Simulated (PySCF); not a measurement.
Be (beryllium, neutral): UHF calculation

Configuration: [He] 2s1 2p1, high-spin 3P determinant (an excited configuration). All numbers are calculated (PySCF 2.14, the spin-free X2C one-electron Hamiltonian (Gaussian nucleus), in aug-cc-pVTZ-DK (5s4p3d2f, 46 functions)).

```
Total energy                                                  : -14.515825 hartree
One-electron energy                                           : -18.9018 hartree
Hartree (Coulomb) energy                                      : 7.1227 hartree
Exchange energy                                               : -2.7368 hartree
⟨S²⟩                                                          : 2.0000
⟨L²⟩                                                          : 2.026
Sum of ⟨r⟩                                                    : 6.246 bohr
Sum of ⟨r²⟩                                                   : 18.32 bohr²
Traceless quadrupole moment −½Σ⟨3z² − r²⟩ along its main axis : -4.67 e·bohr²
Langevin diamagnetic susceptibility                           : -14.5 ×10⁻⁶ cm³/mol
```

```tsv
shell	electrons	mean orbital energy (eV)	rms radius, mean of both spins (bohr)
1s α	1	-129.61	0.483
1s β	1	-128.57	0.483
2s α	1	-10.785	2.77
2p α	1	-6.685	3.19
```

Spin-orbit constants ζ (cm⁻¹) from the X2C one-electron operator on these orbitals: bare nucleus, nucleus screened by l(l+1)(2l+1)/3 electrons, and screened by the Breit-Pauli mean field of the electrons.

```
shell   bare  screened nucleus  mean field
   2p  6.777             3.388       2.060
```

To first order the Landé constant is A = 1.030 cm⁻¹, so the lowest level has J = 0 and lies 0.000255 eV below the centre of the term. This holds in LS coupling only.
